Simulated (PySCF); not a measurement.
C₃H₈AlF, singlet, geometry from GFN2-xTB (such geometries of metal compounds can be far from the true shape), with bond 3-1 at 1.4 times its length; SA2-CASSCF(2,3)/STO-3G (PySCF).

Input for PySCF:
```python
from pyscf import gto, scf, mcscf
import numpy

mol = gto.M(
    atom='''
Al   -0.23000158    1.24903690    0.39225132
F     0.51605663    2.64409839    0.86081462
H    -2.36518492    1.43535849    0.38697249
C     0.61333053   -0.47738669   -0.13396579
C    -0.55605241   -1.41610518   -0.46952017
C    -0.08267945   -2.80046063   -0.89763413
H     1.22896870   -0.93105010    0.65517720
H     1.27936774   -0.40051912   -1.00462836
H    -1.20983605   -1.50680076    0.40359303
H    -1.15907924   -0.97250374   -1.26799484
H     0.54688648   -2.73067813   -1.78266151
H    -0.92913845   -3.44364249   -1.12891943
H     0.49588224   -3.26757971   -0.10292509
''',
    basis='sto-3g',
    verbose=4,
)

mf = scf.RHF(mol)
mf.kernel()
mc = mcscf.CASSCF(mf, 3, 2)
mc.fix_spin_(ss=0.0)
mc = mc.state_average_([0.5, 0.5])
mc.kernel()
```

What does PySCF print? Leave out banner, timings and long lists.


```
PySCF version 2.14.0

[INPUT] verbose = 4
[INPUT] num. atoms = 13
[INPUT] num. electrons = 48
[INPUT] charge = 0
[INPUT] spin (= nelec alpha-beta = 2S) = 0
[INPUT] symmetry False subgroup None
[INPUT] Mole.unit = angstrom
[INPUT] Symbol           X                Y                Z      unit          X                Y                Z       unit  Magmom
[INPUT]  1 Al    -0.230001580000   1.249036900000   0.392251320000 AA   -0.434639994417   2.360337660476   0.741247566799 Bohr   0.0
[INPUT]  2 F      0.516056630000   2.644098390000   0.860814620000 AA    0.975205695466   4.996621803503   1.626703875822 Bohr   0.0
[INPUT]  3 H     -2.365184920000   1.435358490000   0.386972490000 AA   -4.469551732751   2.712434436669   0.731272023841 Bohr   0.0
[INPUT]  4 C      0.613330530000  -0.477386690000  -0.133965790000 AA    1.159026725534  -0.902130099613  -0.253158653161 Bohr   0.0
[INPUT]  5 C     -0.556052410000  -1.416105180000  -0.469520170000 AA   -1.050786765804  -2.676050953778  -0.887264531259 Bohr   0.0
[INPUT]  6 C     -0.082679450000  -2.800460630000  -0.897634130000 AA   -0.156241516630  -5.292103613327  -1.696282665762 Bohr   0.0
[INPUT]  7 H      1.228968700000  -0.931050100000   0.655177200000 AA    2.322414258663  -1.759429697249   1.238105471059 Bohr   0.0
[INPUT]  8 H      1.279367740000  -0.400519120000  -1.004628360000 AA    2.417654641204  -0.756871444452  -1.898472457371 Bohr   0.0
[INPUT]  9 H     -1.209836050000  -1.506800760000   0.403593030000 AA   -2.286258790126  -2.847440760686   0.762680292483 Bohr   0.0
[INPUT] 10 H     -1.159079240000  -0.972503740000  -1.267994840000 AA   -2.190342320269  -1.837765723715  -2.396162974962 Bohr   0.0
[INPUT] 11 H      0.546886480000  -2.730678130000  -1.782661510000 AA    1.033465668427  -5.160233800039  -3.368742026704 Bohr   0.0
[INPUT] 12 H     -0.929138450000  -3.443642490000  -1.128919430000 AA   -1.755817202303  -6.507541177015  -2.133348539400 Bohr   0.0
[INPUT] 13 H      0.495882240000  -3.267579710000  -0.102925090000 AA    0.937081623636  -6.174830742086  -0.194500231446 Bohr   0.0

nuclear repulsion = 208.039323685328
number of shells = 25
number of NR pGTOs = 111
number of NR cGTOs = 37
basis = sto-3g
ecp = {}

******** <class 'pyscf.scf.hf.RHF'> ********
method = RHF
initial guess = minao
damping factor = 0
level_shift factor = 0
DIIS = <class 'pyscf.scf.diis.CDIIS'>
diis_start_cycle = 1
diis_space = 8
diis_damp = 0
SCF conv_tol = 1e-09
SCF conv_tol_grad = None
SCF max_cycles = 50
direct_scf = True
direct_scf_tol = 1e-13
Set gradient conv threshold to 3.16228e-05
Initial guess from minao.
init E= -453.824980047482
  HOMO = -0.251562759985146  LUMO = 0.0577933714015302  gap/eV = 8.41801
cycle= 1 E= -453.780674818527  delta_E= 0.0443  |g|=  0.4  |ddm|= 3.97
  HOMO = -0.205166338788931  LUMO = 0.275815525844887  gap/eV = 13.08818
cycle= 2 E= -453.867946505022  delta_E= -0.0873  |g|= 0.115  |ddm|= 0.896
  HOMO = -0.231900477130877  LUMO = 0.297919168870711  gap/eV = 14.41713
cycle= 3 E= -453.874132235151  delta_E= -0.00619  |g|= 0.0319  |ddm|= 0.205
  HOMO = -0.241355027229616  LUMO = 0.294590298443966  gap/eV = 14.58382
cycle= 4 E= -453.874937774658  delta_E= -0.000806  |g|= 0.00674  |ddm|= 0.0919
  HOMO = -0.241980249516737  LUMO = 0.294450779140607  gap/eV = 14.59703
cycle= 5 E= -453.874975089561  delta_E= -3.73e-05  |g|= 0.00217  |ddm|= 0.0179
  HOMO = -0.242153192501262  LUMO = 0.294229221242587  gap/eV = 14.59571
cycle= 6 E= -453.874979588774  delta_E= -4.5e-06  |g|= 0.000475  |ddm|= 0.00706
  HOMO = -0.242234796521422  LUMO = 0.294214287221348  gap/eV = 14.59752
cycle= 7 E= -453.874979797878  delta_E= -2.09e-07  |g|= 9.39e-05  |ddm|= 0.00153
  HOMO = -0.242221193564468  LUMO = 0.294208286938748  gap/eV = 14.59699
cycle= 8 E= -453.874979805715  delta_E= -7.84e-09  |g|= 1.86e-05  |ddm|= 0.000284
  HOMO = -0.242216481065705  LUMO = 0.294210888301174  gap/eV = 14.59693
cycle= 9 E= -453.874979805974  delta_E= -2.59e-10  |g|= 4.59e-06  |ddm|= 4.88e-05
  HOMO = -0.242215869382854  LUMO = 0.294211948344091  gap/eV = 14.59694
Extra cycle  E= -453.874979805987  delta_E= -1.4e-11  |g|= 1.74e-06  |ddm|= 8.95e-06
converged SCF energy = -453.874979805987

******** <class 'pyscf.mcscf.addons.StateAverageCASSCF'> ********
CAS (1e+1e, 3o), ncore = 23, nvir = 11
max_cycle_macro = 50
max_cycle_micro = 4
conv_tol = 1e-07
conv_tol_grad = None
orbital rotation max_stepsize = 0.02
orbital rotation threshold for CI restart = 0.01
augmented hessian ah_max_cycle = 30
augmented hessian ah_conv_tol = 1e-12
augmented hessian ah_linear dependence = 1e-14
augmented hessian ah_level shift = 1e-08
augmented hessian ah_start_tol = 2.5
augmented hessian ah_start_cycle = 3
augmented hessian ah_grad_trust_region = 3
kf_trust_region = 3
kf_interval = 4
ci_response_space = 4
ci_grad_trust_region = 3
with_dep4 0
natorb = False
canonicalization = True
sorting_mo_energy = False
ao2mo_level = 2
internal_rotation = False
******** <class 'pyscf.mcscf.addons.StateAverageSpinPenaltyFCISolver'> ********
max. cycles = 50
conv_tol = 1e-08
davidson only = True
linear dependence = 1e-12
level shift = 0.001
max iter space = 12
nroots = 2
pspace_size = 400
spin = None
State-average over 2 states with weights [0.5, 0.5]
CASCI E = -453.709408755824  S^2 = 0.0000000
Set conv_tol_grad to 0.000316228
macro iter   1 ( 19 JK    4 micro), CASSCF E = -453.757259283189  dE = -4.78505274e-02  S^2 = 0.0000000
               |grad[o]|=0.0477  |ddm|=0.0273  |maxRot[o]|=0.172
macro iter   2 ( 21 JK    4 micro), CASSCF E = -453.782233315178  dE = -2.49740320e-02  S^2 = 0.0000000
               |grad[o]|=0.0917  |ddm|=0.0443  |maxRot[o]|=0.314
macro iter   3 (  9 JK    3 micro), CASSCF E = -453.782290979198  dE = -5.76640201e-05  S^2 = 0.0000000
               |grad[o]|=0.00609  |ddm|=0.000916  |maxRot[o]|=0.00832
macro iter   4 (  1 JK    1 micro), CASSCF E = -453.782290979213  dE = -1.48361323e-11  S^2 = 0.0000000
               |grad[o]|=1.72e-05  |ddm|=3.63e-06  |maxRot[o]|=    0
1-step CASSCF converged in   4 macro ( 50 JK  12 micro) steps
CASSCF canonicalization
Density matrix diagonal elements [1.36758817 0.13239009 0.50002175]
CASSCF energy = -453.782290979213
CASCI E = -453.782290979213  E(CI) = -0.910606390217538  S^2 = 0.0000000
CASCI state-averaged energy = -453.782290979213
CASCI energy for each state
  State 0 weight 0.5  E = -453.911939285645 S^2 = 0.0000000
  State 1 weight 0.5  E = -453.652642672781 S^2 = 0.0000000
```
